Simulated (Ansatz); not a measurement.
Cost and result for the atomization energy of C$_{2}$H$_{5}$NSi (`[SiH3]C1=CN1`) (9 atoms, 9 bonds).

Z-matrix (Å, degrees):
```
Si
C 1 1.829
H 1 1.485 2 109.2
H 1 1.484 2 108.9 3 -120.0
H 1 1.484 2 109.4 3 119.2
C 2 1.280 1 160.7 3 129.7
N 2 1.558 1 137.8 3 -69.0
H 6 1.077 2 153.0 1 -7.5
H 7 1.024 2 107.6 1 87.9
```

Charge 0, multiplicity 1. Geometry: relaxed with PBE0-D4/def2-TZVP. Program: Ansatz. All runs use 2 threads of an Arm Neoverse V1 on a shared host. Times are those of one run each, without the atoms' runs, and a repeat can differ threefold. Electronic energies, without spin–orbit coupling; frozen cores. CCSD(T)/CBS adds CCSD(T) − MP2 in def2-TZVPP to the MP2 limit, and its time is that of the two runs behind it. T1 = 0.012; the RHF reference is unstable towards UHF. B3LYP takes the VWN-RPA correlation (the form of Gaussian; ORCA's B3LYP/G). HSE06 is the plane-wave form, built on full-range PBE exchange.

CCSD(T)/CBS is a level of theory with its own doubt, some kJ/mol a heavy atom from the limit and from the frozen cores, so smaller differences don't rank the functionals.

```tsv
level	functions	wall time	atomization (kJ/mol)	difference from CCSD(T)/CBS	per bond
LDA (SPW92)/def2-TZVPP	205	1.4 s	3642.4	497.1	55.2
revPBE-D4/def2-TZVPP	205	2.2 s	3161.9	16.6	1.8
BLYP-D4/def2-TZVPP	205	2.6 s	3169.7	24.4	2.7
PBE0-D4/def2-TZVPP	205	3 s	3161.5	16.2	1.8
CCSD(T)/def2-SVP	85	3 s	2942.9	-202.4	-22.5
BHLYP-D4/def2-TZVPP	205	3.3 s	3037.7	-107.6	-12.0
HSE06-D4/def2-TZVPP	205	3.4 s	3164.4	19.1	2.1
B3LYP-D4/def2-TZVPP (with forces)	205	4.8 s	3157.8	12.5	1.4
r2SCANh-D4/def2-TZVPP	205	5.5 s	3122.9	-22.4	-2.5
PBE-QIDH/def2-TZVPP	205	6 s	3118.0	-27.3	-3.0
MP2/def2-QZVPP	391	24 s	3156.6	11.3	1.3
CCSD(T)/def2-TZVPP	205	73 s	3046.6	-98.7	-11.0
CCSD(T)/CBS(def2)	–	96 s	3145.3	0.0	0.0
```

From r2SCAN to r2SCAN0 (25 % exact exchange), in def2-TZVPP and without D4, the atomization energy moves by −63.8 kJ/mol: exact exchange takes away binding that semilocal exchange gives to molecules. Leaving LDA and LC-ωPBE aside and taking each functional with its dispersion term where it has one, the values, not all of them listed here, spread over 204.1 kJ/mol, from BHLYP-D4 to PBE-D4. LDA lies +416.4 kJ/mol from PBE without D4, its usual overbinding. In def2-TZVPP, CCSD(T) changes the Hartree–Fock value by +903.3 kJ/mol (the triples alone add +62.0 kJ/mol) and MP2 by +954.3 kJ/mol; breaking electron pairs costs correlation energy, which Hartree–Fock lacks.
